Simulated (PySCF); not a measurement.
Molecule: `InChI=1S/C6H10O/c7-6-4-2-1-3-5-6/h1-5H2`.

Geometry:
```
atom   x (Å)   y (Å)   z (Å)
  O1   2.575   0.486  -0.120
  C2   1.406   0.304   0.123
  C3   0.400   1.435   0.179
  C4  -0.868   1.122  -0.619
  C5  -1.460  -0.226  -0.223
  C6  -0.439  -1.345  -0.393
  C7   0.836  -1.070   0.407
  H8   0.133   1.574   1.243
  H9   0.896   2.355  -0.162
 H10  -1.605   1.928  -0.480
 H11  -0.623   1.108  -1.695
 H12  -2.359  -0.438  -0.824
 H13  -1.793  -0.188   0.830
 H14  -0.867  -2.314  -0.092
 H15  -0.180  -1.439  -1.462
 H16   1.622  -1.815   0.218
 H17   0.600  -1.102   1.487
```

Geometry PBE0-D3(BJ)/def2-SVP throughout; GIAO in PySCF 2.14, gas phase, one conformer, non-relativistic; equivalent atoms averaged; basis pcSseg-1.

Question: How do the absolute shieldings σ depend on the functional? (ppm; last column core-seconds on shared hosts with different chips, so compare them loosely; the GGAs took longer than the global hybrids here, which isn't the general rule, and the cause wasn't traced)

Answer: 
| functional | kind | O1 | C2 | C3/C7 | C4/C6 | C5 | H8/H9/H16/H17 | H10/H11/H14/H15 | H12/H13 | core-s |
| --- | --- | --- | --- | --- | --- | --- | --- | --- | --- | --- |
| PBE | GGA | -343.2 | -29.6 | 134.0 | 147.8 | 150.2 | 29.02 | 29.36 | 29.58 | 27 |
| BP86 | GGA | -338.6 | -30.0 | 133.7 | 147.7 | 150.2 | 29.09 | 29.44 | 29.65 | 25 |
| OPBE | GGA | -315.6 | -15.6 | 141.9 | 154.5 | 157.3 | 29.05 | 29.41 | 29.63 | 26 |
| KT2 | GGA | -297.8 | -13.2 | 138.8 | 151.3 | 153.7 | 29.02 | 29.32 | 29.57 | 27 |
| B3LYP | global hybrid | -350.7 | -33.5 | 134.0 | 148.2 | 149.9 | 29.27 | 29.66 | 29.82 | 17 |
| PBE0 | global hybrid | -349.6 | -27.1 | 140.4 | 155.0 | 156.8 | 29.15 | 29.56 | 29.72 | 15 |
| mPW1PW91 | global hybrid | -349.1 | -28.1 | 139.6 | 154.2 | 156.0 | 29.20 | 29.62 | 29.77 | 14 |
| BHandHLYP | global hybrid | -351.5 | -29.5 | 141.1 | 155.7 | 156.8 | 29.38 | 29.83 | 29.94 | 18 |
| CAM-B3LYP | range-separated hybrid | -354.7 | -33.2 | 137.9 | 153.4 | 154.7 | 29.24 | 29.68 | 29.79 | 23 |
| wB97X-D | range-separated hybrid | -347.2 | -28.4 | 140.8 | 156.0 | 157.7 | 29.30 | 29.75 | 29.87 | 24 |

Question: Which nucleus moves most, in ppm?

Answer: O1 (ketone oxygen): from -354.7 ppm with CAM-B3LYP to -297.8 ppm with KT2. The smallest spread is 0.36 ppm, at H8/H9/H16/H17. Proton shifts span only some 12 ppm, so a few tenths of a ppm matter as much there as several ppm in carbon.
